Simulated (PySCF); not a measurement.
VOF2, SMILES [O]=[V+]([F])[F], charge +1, multiplicity 1.

The structure is a stationary point at B3LYP-D3(BJ)/def2-SVP. The multiplicity is an assumed one; other spin states were not compared. The isomer is the one that the SMILES or the coordinates give; other isomers of the formula were not compared.

Calculation: r2SCAN/def2-TZVPD in PySCF.

Isolated molecule, no solvent.

Computed frontier levels, gap, dipole moment and polarisability:
highest occupied level: -16.84 eV
lowest empty level: -12.99 eV
orbital gap: 3.84 eV
dipole moment about the centre of nuclear charge: 3.53 D
mean static polarisability: 26.5 bohr³ (3.93 Å³)
polarisability, principal values: 16.1, 31.2, 32.1 bohr³
